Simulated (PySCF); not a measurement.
# Cost of excited-state runs on `C=C1C[Si@@H]([SeH])[C@H]1F`, C₄H₇FSeSi

Molfile (atoms numbered from 1):
```
C4H7FSeSi
     RDKit          3D

 14 14  0  0  0  0  0  0  0  0999 V2000
   -1.8867   -1.0579    0.3151 C   0  0  0  0  0  0  0  0  0  0  0  0
   -0.8692   -0.2635    0.0518 C   0  0  0  0  0  0  0  0  0  0  0  0
   -0.4448    1.0056    0.7560 C   0  0  0  0  0  0  0  0  0  0  0  0
    1.1319    1.1080   -0.3357 Si  0  0  1  0  0  4  0  0  0  0  0  0
    3.1188    0.5133    0.5913 Se  0  0  0  0  0  2  0  0  0  0  0  0
    0.1928   -0.4474   -1.0078 C   0  0  1  0  0  0  0  0  0  0  0  0
    0.8767   -1.6492   -0.8852 F   0  0  0  0  0  0  0  0  0  0  0  0
   -2.0638   -1.9561   -0.2524 H   0  0  0  0  0  0  0  0  0  0  0  0
   -2.5755   -0.8453    1.1156 H   0  0  0  0  0  0  0  0  0  0  0  0
   -0.3027    0.8579    1.8263 H   0  0  0  0  0  0  0  0  0  0  0  0
   -1.1694    1.8094    0.6357 H   0  0  0  0  0  0  0  0  0  0  0  0
    1.2976    2.2465   -1.2317 H   0  0  0  0  0  0  0  0  0  0  0  0
    2.8889   -0.8926    0.4278 H   0  0  0  0  0  0  0  0  0  0  0  0
   -0.1951   -0.4293   -2.0291 H   0  0  0  0  0  0  0  0  0  0  0  0
  1  2  2  0
  2  3  1  0
  3  4  1  0
  4  5  1  0
  4  6  1  0
  6  7  1  0
  6  2  1  0
  1  8  1  0
  1  9  1  0
  3 10  1  0
  3 11  1  0
  4 12  1  6
  5 13  1  0
  6 14  1  6
M  END
```

PySCF with density fitting, on 1 thread of an Arm Neoverse V1, shared host. Command: `OMP_NUM_THREADS=1 python excited_run.py task.json out`

**Question.** How long does this run take, and how much memory?
- circular dichroism and optical rotation, wB97X-D/def2-SVPD; 8 states; writes grids

**Answer.** 
| run | level | basis functions | wall time | peak memory (GiB) |
| --- | --- | --- | --- | --- |
| circular dichroism and optical rotation | wB97X-D/def2-SVPD | 224 | 2.1 min | 1 |

Times from a shared host are rough.
